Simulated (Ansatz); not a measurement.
Ansatz (a first-principles code) input file for chlorosilylboronic acid (BClH₄O₂Si), SMILES OB(O)[SiH2]Cl, B3LYP-D3(BJ)/def2-SVP. 

Ansatz 0.2 input:
```yaml
crystal:
  periodic: [false, false, false]
  atoms:
    - {symbol: Si, position_ang: [-0.81859218, -0.53417636, -0.20856343]}
    - {symbol: Cl, position_ang: [-1.43973573, 1.39407819, 0.06724140]}
    - {symbol: B, position_ang: [1.15568380, -0.59452824, 0.04480702]}
    - {symbol: O, position_ang: [1.88694706, -1.73461823, -0.00402768]}
    - {symbol: O, position_ang: [1.89208242, 0.51318385, 0.27991770]}
    - {symbol: H, position_ang: [-1.31607805, -0.91915511, -1.53774226]}
    - {symbol: H, position_ang: [-1.62050493, -1.34590990, 0.71929527]}
    - {symbol: H, position_ang: [1.43509793, -2.55967900, -0.16483689]}
    - {symbol: H, position_ang: [1.42662805, 1.34800014, 0.32891279]}
basis:
  gaussian:
    orbitals: def2-SVP
hamiltonian:
  xc: b3lyp
  dispersion: d3bj
relax: {f_tol: 0.002, max_steps: 200}
```

It prints:

```
WARN ansatz: RAYON_NUM_THREADS=1 ignored (pool sized by the plan → 1); use --threads N
Functional definition: B3LYP
integrals: 0.05 GiB planned
1009 factors; integrals over basis functions are off by at most 3.9e-4 eV
mean field: 0.39 GiB planned
mean field evaluation 1: about -25223.6651 eV, gradient 6.3e1 eV
mean field evaluation 2: about -25211.7286 eV, gradient 1.0e2 eV
mean field evaluation 4: about -25230.4921 eV, gradient 2.3e0 eV
mean field evaluation 8: about -25230.5270 eV, gradient 7.1e-2 eV
mean field -25230.52701157 eV, -927.2047658097 hartree, gradient 3.4e-5 eV, S^2 0.000000; 0 other end points of the search recorded, 0 dependent functions left out
the calculation of the forces begins
reference -25230.52724991 eV, -927.2047745686 hartree; 28, 28 occupied and 70, 70 virtual orbitals, 1009 factors
relax step   1: F+E_penalty+E_count = -25230.89156316 eV  Δ(F+E_penalty+E_count) = +0.000e0 eV  max|allowed force component| = 1.197e0 eV/Å  Δτ_max = 0.0000 Å  (26 SCF iters, accepted)
these checks for a lower state are left out or cut short: starts, cluster_reference, orbital_swaps, neighbouring_geometries, increment
integrals: 0.05 GiB planned
1009 factors; integrals over basis functions are off by at most 5.1e-4 eV
mean field: 0.39 GiB planned
mean field evaluation 16: about -25230.5398 eV, gradient 6.1e0 eV
mean field -25230.61959376 eV, -927.2081681425 hartree, gradient 2.3e-5 eV, S^2 0.000000; 0 other end points of the search recorded, 0 dependent functions left out
the calculation of the forces begins
reference -25230.61983255 eV, -927.2081769177 hartree; 28, 28 occupied and 70, 70 virtual orbitals, 1009 factors
relax step   2: F+E_penalty+E_count = -25230.98265833 eV  Δ(F+E_penalty+E_count) = -9.110e-2 eV  max|allowed force component| = 2.355e-1 eV/Å  Δτ_max = 0.1229 Å  (29 SCF iters, accepted)
these checks for a lower state are left out or cut short: starts, cluster_reference, orbital_swaps, neighbouring_geometries, increment
integrals: 0.05 GiB planned
1009 factors; integrals over basis functions are off by at most 4.9e-4 eV
mean field: 0.39 GiB planned
mean field -25230.64106144 eV, -927.2089570650 hartree, gradient 2.0e-5 eV, S^2 0.000000; 0 other end points of the search recorded, 0 dependent functions left out
the calculation of the forces begins
reference -25230.64130032 eV, -927.2089658440 hartree; 28, 28 occupied and 70, 70 virtual orbitals, 1009 factors
relax step   3: F+E_penalty+E_count = -25231.00368856 eV  Δ(F+E_penalty+E_count) = -2.103e-2 eV  max|allowed force component| = 1.514e-1 eV/Å  Δτ_max = 0.0386 Å  (30 SCF iters, accepted)
these checks for a lower state are left out or cut short: starts, cluster_reference, orbital_swaps, neighbouring_geometries, increment
integrals: 0.05 GiB planned
1009 factors; integrals over basis functions are off by at most 4.8e-4 eV
mean field: 0.39 GiB planned
mean field evaluation 32: about -25230.6482 eV, gradient 1.4e-1 eV
mean field -25230.64822872 eV, -927.2092204577 hartree, gradient 2.1e-5 eV, S^2 0.000000; 0 other end points of the search recorded, 0 dependent functions left out
the calculation of the forces begins
reference -25230.64846708 eV, -927.2092292175 hartree; 28, 28 occupied and 70, 70 virtual orbitals, 1009 factors
relax step   4: F+E_penalty+E_count = -25231.01220382 eV  Δ(F+E_penalty+E_count) = -8.515e-3 eV  max|allowed force component| = 8.915e-2 eV/Å  Δτ_max = 0.0490 Å  (30 SCF iters, accepted)
these checks for a lower state are left out or cut short: starts, cluster_reference, orbital_swaps, neighbouring_geometries, increment
integrals: 0.05 GiB planned
1009 factors; integrals over basis functions are off by at most 4.7e-4 eV
mean field: 0.39 GiB planned
mean field -25230.64695815 eV, -927.2091737651 hartree, gradient 2.1e-5 eV, S^2 0.000000; 0 other end points of the search recorded, 0 dependent functions left out
the calculation of the forces begins
reference -25230.64719581 eV, -927.2091824991 hartree; 28, 28 occupied and 70, 70 virtual orbitals, 1009 factors
relax step   5: F+E_penalty+E_count = -25231.01316137 eV  Δ(F+E_penalty+E_count) = -9.576e-4 eV  max|allowed force component| = 2.007e-1 eV/Å  Δτ_max = 0.0614 Å  (29 SCF iters, accepted)
these checks for a lower state are left out or cut short: starts, cluster_reference, orbital_swaps, neighbouring_geometries, increment
integrals: 0.05 GiB planned
1009 factors; integrals over basis functions are off by at most 4.7e-4 eV
mean field: 0.39 GiB planned
mean field -25230.64942613 eV, -927.2092644618 hartree, gradient 2.0e-5 eV, S^2 0.000000; 0 other end points of the search recorded, 0 dependent functions left out
the calculation of the forces begins
reference -25230.64966373 eV, -927.2092731934 hartree; 28, 28 occupied and 70, 70 virtual orbitals, 1009 factors
relax step   6: F+E_penalty+E_count = -25231.01570184 eV  Δ(F+E_penalty+E_count) = -2.540e-3 eV  max|allowed force component| = 6.324e-2 eV/Å  Δτ_max = 0.0173 Å  (29 SCF iters, accepted)
these checks for a lower state are left out or cut short: starts, cluster_reference, orbital_swaps, neighbouring_geometries, increment
integrals: 0.05 GiB planned
1009 factors; integrals over basis functions are off by at most 4.6e-4 eV
mean field: 0.39 GiB planned
mean field -25230.65006326 eV, -927.2092878758 hartree, gradient 2.0e-5 eV, S^2 0.000000; 0 other end points of the search recorded, 0 dependent functions left out
the calculation of the forces begins
reference -25230.65030086 eV, -927.2092966076 hartree; 28, 28 occupied and 70, 70 virtual orbitals, 1009 factors
relax step   7: F+E_penalty+E_count = -25231.01614473 eV  Δ(F+E_penalty+E_count) = -4.429e-4 eV  max|allowed force component| = 3.200e-2 eV/Å  Δτ_max = 0.0192 Å  (29 SCF iters, accepted)
these checks for a lower state are left out or cut short: starts, cluster_reference, orbital_swaps, neighbouring_geometries, increment
integrals: 0.05 GiB planned
1009 factors; integrals over basis functions are off by at most 4.6e-4 eV
mean field: 0.39 GiB planned
mean field -25230.65021747 eV, -927.2092935430 hartree, gradient 1.1e-5 eV, S^2 0.000000; 0 other end points of the search recorded, 0 dependent functions left out
the calculation of the forces begins
reference -25230.65045508 eV, -927.2093022751 hartree; 28, 28 occupied and 70, 70 virtual orbitals, 1009 factors
relax step   8: F+E_penalty+E_count = -25231.01625215 eV  Δ(F+E_penalty+E_count) = -1.074e-4 eV  max|allowed force component| = 5.021e-3 eV/Å  Δτ_max = 0.0105 Å  (24 SCF iters, accepted)
these checks for a lower state are left out or cut short: starts, cluster_reference, orbital_swaps, neighbouring_geometries, increment
integrals: 0.05 GiB planned
1009 factors; integrals over basis functions are off by at most 4.6e-4 eV
mean field: 0.39 GiB planned
mean field evaluation 64: about -25230.6254 eV, gradient 4.3e-1 eV
mean field -25230.65023790 eV, -927.2092942940 hartree, gradient 2.2e-5 eV, S^2 0.000000; 0 other end points of the search recorded, 0 dependent functions left out
the calculation of the forces begins
reference -25230.65047549 eV, -927.2093030250 hartree; 28, 28 occupied and 70, 70 virtual orbitals, 1009 factors
relax step   9: F+E_penalty+E_count = -25231.01627679 eV  Δ(F+E_penalty+E_count) = -2.464e-5 eV  max|allowed force component| = 1.281e-2 eV/Å  Δτ_max = 0.0100 Å  (23 SCF iters, accepted)
these checks for a lower state are left out or cut short: starts, cluster_reference, orbital_swaps, neighbouring_geometries, increment
integrals: 0.05 GiB planned
1009 factors; integrals over basis functions are off by at most 4.6e-4 eV
mean field: 0.39 GiB planned
mean field -25230.65030475 eV, -927.2092967506 hartree, gradient 1.6e-5 eV, S^2 0.000000; 0 other end points of the search recorded, 0 dependent functions left out
the calculation of the forces begins
reference -25230.65054237 eV, -927.2093054828 hartree; 28, 28 occupied and 70, 70 virtual orbitals, 1009 factors
relax step  10: F+E_penalty+E_count = -25231.01628020 eV  Δ(F+E_penalty+E_count) = -3.407e-6 eV  max|allowed force component| = 1.423e-2 eV/Å  Δτ_max = 0.0090 Å  (23 SCF iters, accepted)
these checks for a lower state are left out or cut short: starts, cluster_reference, orbital_swaps, neighbouring_geometries, increment
integrals: 0.05 GiB planned
1009 factors; integrals over basis functions are off by at most 4.6e-4 eV
mean field: 0.39 GiB planned
mean field -25230.65026941 eV, -927.2092954520 hartree, gradient 6.0e-5 eV, S^2 0.000000; 0 other end points of the search recorded, 0 dependent functions left out
the calculation of the forces begins
reference -25230.65050700 eV, -927.2093041831 hartree; 28, 28 occupied and 70, 70 virtual orbitals, 1009 factors
relax step  11: F+E_penalty+E_count = -25231.01629080 eV  Δ(F+E_penalty+E_count) = -1.060e-5 eV  max|allowed force component| = 6.327e-3 eV/Å  Δτ_max = 0.0018 Å  (20 SCF iters, accepted)
these checks for a lower state are left out or cut short: starts, cluster_reference, orbital_swaps, neighbouring_geometries, increment
integrals: 0.05 GiB planned
1009 factors; integrals over basis functions are off by at most 4.6e-4 eV
mean field: 0.39 GiB planned
mean field -25230.65026576 eV, -927.2092953176 hartree, gradient 3.2e-5 eV, S^2 0.000000; 0 other end points of the search recorded, 0 dependent functions left out
the calculation of the forces begins
reference -25230.65050334 eV, -927.2093040487 hartree; 28, 28 occupied and 70, 70 virtual orbitals, 1009 factors
relax step  12: F+E_penalty+E_count = -25231.01629160 eV  Δ(F+E_penalty+E_count) = -7.970e-7 eV  max|allowed force component| = 3.181e-3 eV/Å  Δτ_max = 0.0009 Å  (20 SCF iters, accepted)
these checks for a lower state are left out or cut short: starts, cluster_reference, orbital_swaps, neighbouring_geometries, increment
integrals: 0.05 GiB planned
1009 factors; integrals over basis functions are off by at most 4.6e-4 eV
mean field: 0.39 GiB planned
mean field -25230.65026134 eV, -927.2092951554 hartree, gradient 2.5e-5 eV, S^2 0.000000; 0 other end points of the search recorded, 0 dependent functions left out
the calculation of the forces begins
reference -25230.65049892 eV, -927.2093038863 hartree; 28, 28 occupied and 70, 70 virtual orbitals, 1009 factors
relax step  13: F+E_penalty+E_count = -25231.01629264 eV  Δ(F+E_penalty+E_count) = -1.042e-6 eV  max|allowed force component| = 1.238e-3 eV/Å  Δτ_max = 0.0005 Å  (19 SCF iters, accepted)
integrals: 0.05 GiB planned
1009 factors; integrals over basis functions are off by at most 4.6e-4 eV
mean field: 0.39 GiB planned
mean field evaluation 96: about -25230.6500 eV, gradient 3.3e-1 eV
mean field -25230.65026134 eV, -927.2092951554 hartree, gradient 2.5e-5 eV, S^2 0.000000; 1 other end points of the search recorded, 0 dependent functions left out
the calculation of the forces begins
reference -25230.65049892 eV, -927.2093038863 hartree; 28, 28 occupied and 70, 70 virtual orbitals, 1009 factors
Total energy: -25231.01653022 eV, -927.2227552885 hartree
Atom 0 at    -0.837067    -0.545588    -0.211247 Å, force     0.000114     0.000796     0.000104 eV/Å
Atom 1 at    -1.302624     1.497600     0.039292 Å, force    -0.000204     0.000167    -0.000035 eV/Å
Atom 2 at     1.192589    -0.624558     0.047675 Å, force     0.001071    -0.000526     0.000063 eV/Å
Atom 3 at     1.947368    -1.753533    -0.023792 Å, force    -0.000103     0.000266    -0.000309 eV/Å
Atom 4 at     1.840424     0.533999     0.310893 Å, force    -0.001238    -0.000407     0.000104 eV/Å
Atom 5 at    -1.312348    -0.958103    -1.564013 Å, force     0.000148    -0.000088    -0.000290 eV/Å
Atom 6 at    -1.626906    -1.318590     0.791073 Å, force     0.000099    -0.000183     0.000324 eV/Å
Atom 7 at     1.456547    -2.559813    -0.212568 Å, force    -0.000064    -0.000187     0.000151 eV/Å
Atom 8 at     1.243546     1.295781     0.347689 Å, force     0.000177     0.000163    -0.000111 eV/Å
Dipole moment:    -0.238514    -0.367223    -0.088008 e Å
```

Self-consistency was reached.

Cost: very roughly 70 core-seconds.
